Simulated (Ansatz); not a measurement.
Born–Oppenheimer molecular dynamics of C2H9BSSi (14 atoms, charge 0, multiplicity 1). It starts at the highest image of a converged band. Of that band: Beside the main top the profile has a ripple of under 15 meV (maxima at images 5, 8), which may be a very shallow well or noise. A vibrational analysis at the climbing image gives one clearly imaginary mode, 455i cm⁻¹: a first-order saddle point.

Method: RKS B3LYP/def2-SVP (Ansatz).

```json
{
 "ensemble": "NVE (velocity Verlet)",
 "time step": "0.5 fs",
 "steps asked": "200",
 "starting velocities drawn for": "300 K",
 "seed": "10079"
}
```

First frame:

```xyz
14
Properties=species:S:1:pos:R:3
C -1.447 1.352 0.162
B 0.004 0.816 0.414
S 0.759 1.061 2.140
C 0.861 0.133 -0.690
Si 0.634 -1.759 -0.663
H -1.378 2.459 0.160
H -2.134 1.115 0.992
H -1.897 1.045 -0.795
H 0.358 -0.164 2.555
H 0.563 0.439 -1.709
H 1.943 0.293 -0.551
H 1.474 -2.378 -1.730
H 1.040 -2.323 0.656
H -0.793 -2.119 -0.912
```

(1) How far do the bonds stretch over the last three quarters of this one trajectory? (Pairs bonded in most of those frames.)

Answers

(1) 
```json
{"bond": "C1–B2", "mean (Å)": "1.580", "spread (Å)": "0.020", "shortest": "1.53", "longest": "1.61"}
{"bond": "C1–H6", "mean (Å)": "1.112", "spread (Å)": "0.031", "shortest": "1.06", "longest": "1.16"}
{"bond": "C1–H7", "mean (Å)": "1.104", "spread (Å)": "0.029", "shortest": "1.06", "longest": "1.15"}
{"bond": "C1–H8", "mean (Å)": "1.105", "spread (Å)": "0.023", "shortest": "1.07", "longest": "1.14"}
{"bond": "B2–S3", "mean (Å)": "1.874", "spread (Å)": "0.063", "shortest": "1.76", "longest": "1.96"}
{"bond": "B2–C4", "mean (Å)": "1.561", "spread (Å)": "0.010", "shortest": "1.54", "longest": "1.58"}
{"bond": "S3–H9", "mean (Å)": "1.371", "spread (Å)": "0.045", "shortest": "1.30", "longest": "1.46"}
{"bond": "C4–Si5", "mean (Å)": "1.896", "spread (Å)": "0.041", "shortest": "1.84", "longest": "1.97"}
{"bond": "C4–H10", "mean (Å)": "1.105", "spread (Å)": "0.006", "shortest": "1.10", "longest": "1.12"}
{"bond": "C4–H11", "mean (Å)": "1.103", "spread (Å)": "0.008", "shortest": "1.09", "longest": "1.12"}
{"bond": "Si5–H12", "mean (Å)": "1.498", "spread (Å)": "0.036", "shortest": "1.44", "longest": "1.55"}
{"bond": "Si5–H13", "mean (Å)": "1.494", "spread (Å)": "0.039", "shortest": "1.44", "longest": "1.55"}
{"bond": "Si5–H14", "mean (Å)": "1.495", "spread (Å)": "0.023", "shortest": "1.46", "longest": "1.53"}
```

Mean temperature of the second half: 329 K. The conserved energy stayed within 0.22 meV per atom of its start (net change 0.11 meV per atom), so the integration is sound. A run of 0.1 ps of so small a system gives no equilibrium averages. The orbitals stay closed-shell, which can raise the energy where a bond breaks towards radicals; this wasn't checked here.

The run took 5.4 min on 2 threads of AMD EPYC 9R45 96-Core Processor (Zen 5) (shared host), peak memory 0.32 GiB.
